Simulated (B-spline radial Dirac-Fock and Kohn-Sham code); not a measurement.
# W⁺ 3d3/2: cross section and angular parameters

System: the W⁺ ion, configuration 1s2 2s2 2p6 3s2 3p6 3d10 4s2 4p6 4d10 4f14 5s2 5p6 5d4 6s1; threshold 1888.6 eV (orbital energy of the model). Method: Dirac-Hartree-Slater photoionisation with a Latter tail; cross sections with all multipoles, angular parameters from the dipole term and its interference with E2. Computed with a radial atomic solver.

Input file task.json (cfg lists n, l and occupation; rrms is the nuclear radius in fm):

```json
{"items": [{
  "Z": 74,
  "q": 1,
  "cfg": [[1, 0, 2], [2, 0, 2], [2, 1, 6], [3, 0, 2], [3, 1, 6], [3, 2, 10], [4, 0, 2], [4, 1, 6], [4, 2, 10], [4, 3, 14], [5, 0, 2], [5, 1, 6], [5, 2, 4], [6, 0, 1]],
  "A": 184,
  "rrms": 5.3658,
  "do": "xps",
  "hv": [55.4, 60, 67.7, 105.0, 121.0, 145.0, 200, 231.0, 398.0, 426.0, 438.0, 556.0, 600, 615.0, 618.0, 788.0, 800, 833.0, 1140.0, 1160.0, 1360.0, 2000, 2984.4, 3740.0, 4710.0, 5414.7, 5960.0, 6770.0, 9340.0, 12000]
}]}
```

Run with: `python xray2_run.py task.json out`

| hν (eV) | σ (kb) | β | γ | δ |
| --- | --- | --- | --- | --- |
| 2000 | 375 | 0.371 | -0.065 | -0.003 |
| 2984.4 | ? | ? | ? | ? |
| 3740 | 71.0 | 1.203 | 0.096 | 0.064 |
| 4710 | 35.8 | 1.267 | 0.392 | 0.088 |
| 5414.7 | 23.3 | 1.278 | 0.587 | 0.102 |
| 5960 | 17.3 | 1.276 | 0.725 | 0.112 |
| 6770 | 11.5 | 1.264 | 0.911 | 0.126 |
| 9340 | 3.99 | 1.195 | 1.381 | 0.171 |
| 12000 | 1.69 | 1.114 | 1.728 | 0.218 |

Q: Give the values at Ag Lα (2984.4 eV).

A: σ = 134 kb, β = 1.052, γ = -0.130, δ = 0.033.
